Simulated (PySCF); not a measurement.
# 29Si chemical shifts

Computational details: σ from GIAO-PBE0/pcSseg-1, geometry from GFN2-xTB, in PySCF (relativity neglected, single conformer, rapidly exchanging positions averaged, no solvent).

Shieldings were converted by a linear fit to measured shifts: 29Si (scatter 8.9 ppm rms, 25.8 ppm with the 6 outliers that the fit left out vs TMS, solution or neat liquid). Occasional misses reach two or three times the rms, and more in compound classes unlike the fitted ones.

**Question.** Give the 29Si shifts of `C#C[C@@H](C)[Si@@H](O[SiH3])[SiH2]P`, `COC[C@H]1CC[SiH2]C1`, `F[SiH2][C@@H]1C[C@@H](O[SiH3])O1`, `F[C@@H]1C[SiH2][C@H](O[SiH3])O1`, `C#C[Si@@H]1C(F)=C[C@@H]1C`.

**Answer.** 
| compound | environment | δ (ppm) |
| --- | --- | --- |
| [CH:1]#[C:2][C@@H:3]([CH3:4])[Si@@H:5]([O:6][SiH3:7])[SiH2:8][PH2:9] | Si5: silicon bonded to C, O, Si, H | -18.3 |
| [CH:1]#[C:2][C@@H:3]([CH3:4])[Si@@H:5]([O:6][SiH3:7])[SiH2:8][PH2:9] | Si7: silicon bonded to O, 3 H | -42.4 |
| [CH:1]#[C:2][C@@H:3]([CH3:4])[Si@@H:5]([O:6][SiH3:7])[SiH2:8][PH2:9] | Si8: silicon bonded to P, Si, 2 H | -91.9 |
| COC[C@H]1CC[SiH2]C1 | silicon bonded to 2 C, 2 H, in a 5-membered ring | -34.0 |
| [F:1][SiH2:2][C@@H:3]1[CH2:4][C@@H:5]([O:6][SiH3:7])[O:8]1 | Si2: silicon bonded to C, F, 2 H | -7.9 |
| [F:1][SiH2:2][C@@H:3]1[CH2:4][C@@H:5]([O:6][SiH3:7])[O:8]1 | Si7: silicon bonded to O, 3 H | -45.9 |
| [F:1][C@@H:2]1[CH2:3][SiH2:4][C@H:5]([O:6][SiH3:7])[O:8]1 | Si4: silicon bonded to 2 C, 2 H, in a 5-membered ring | -31.4 |
| [F:1][C@@H:2]1[CH2:3][SiH2:4][C@H:5]([O:6][SiH3:7])[O:8]1 | Si7: silicon bonded to O, 3 H | -39.8 |
| C#C[Si@@H]1C(F)=C[C@@H]1C | silicon bonded to 3 C, H, in a 4-membered ring | -36.3 |

**Question.** Match the shifts 21.5, -7.0, -31.1, -62.3, -71.5 ppm to `C[C@@H](O)[C@H]1CCC[SiH2]1`, `C[C@H]1CO[Si](C)(C)C1`, `CC(C)[C@H]1CCO[SiH2]1`, `CCC(CC)C(=O)[SiH3]`, `C[SiH2]C#CC#CC=O`.

**Answer.** 21.5: C[C@H]1CO[Si](C)(C)C1 (silicon bonded to 3 C, O, in a 5-membered ring); -7.0: CC(C)[C@H]1CCO[SiH2]1 (silicon bonded to C, O, 2 H, in a 5-membered ring); -31.1: C[C@@H](O)[C@H]1CCC[SiH2]1 (silicon bonded to 2 C, 2 H, in a 5-membered ring); -62.3: C[SiH2]C#CC#CC=O (silicon bonded to 2 C, 2 H); -71.5: CCC(CC)C(=O)[SiH3] (silicon bonded to C, 3 H).
